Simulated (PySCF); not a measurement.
# Two-component Hartree-Fock for Br⁺ (bromine, charge +1)

Start: [Ar] 3d10 4s1 4p5; 4s1/2 filled at m_j = +1/2; 4p1/2 filled at m_j = -1/2, +1/2; 4p3/2 filled at m_j = -1/2, +1/2, +3/2. Calculated with PySCF 2.14 in x2c-SVPall-2c with one added diffuse shell each of s, p, d type (6s7p4d, 47 functions): generalised Hartree-Fock with the X2C-1e Hamiltonian and a Gaussian nucleus; one run each with spin-orbit coupling (SO) switched off, then screened by Boettger's factors. This is a chosen level, not necessarily the ground level.

```
spinor shell  electrons  ε, spin-free (eV)  ε, screened SO (eV)  weight of nominal j (screened SO)  rms radius, screened SO (bohr)
       1s1/2          2           -13565.9             -13565.6                              1.000                          0.0493
       2s1/2          2            -1838.0              -1837.9                              1.000                           0.205
       2p1/2          2            -1618.1              -1650.7                              1.000                           0.180
       2p3/2          4            -1618.1              -1602.3                              1.000                           0.184
       3s1/2          2            -290.33              -290.26                              1.000                           0.589
       3p1/2          2            -218.57              -223.62                              0.998                           0.600
       3p3/2          4            -218.57              -216.06                              0.999                           0.610
       3d3/2          4            -99.081              -99.760                              0.979                           0.649
       3d5/2          6            -99.081              -98.530                              0.986                           0.651
       4s1/2          1            -42.027              -41.980                              1.000                            1.75
       4p1/2          2            -22.723              -22.567                              0.657                            2.13
       4p3/2          3            -22.723              -22.853                              0.771                            2.13
```

```json
{"quantity": "E (hartree)", "spin-free": "-2603.01020", "screened SO": "-2603.13345"}
{"quantity": "M_J", "spin-free": "2", "screened SO": "2"}
{"quantity": "⟨J²⟩", "spin-free": "6.017", "screened SO": "6.017"}
{"quantity": "⟨L²⟩", "spin-free": "2.002", "screened SO": "2.005"}
{"quantity": "⟨S²⟩", "spin-free": "2.015", "screened SO": "2.016"}
```

Each row is a mean over spinors that exchange with the open shell spreads, by up to 5.138 eV (4p1/2).

Rows whose weight is well below 1 are mixtures of j = l ± 1/2: exchange outweighs spin-orbit coupling there, and the label is only the starting occupation.

Without spin-orbit coupling the j labels of p, d and f shells carry no meaning; the spin-free column gives the mean over the occupied spinors of each nl shell.
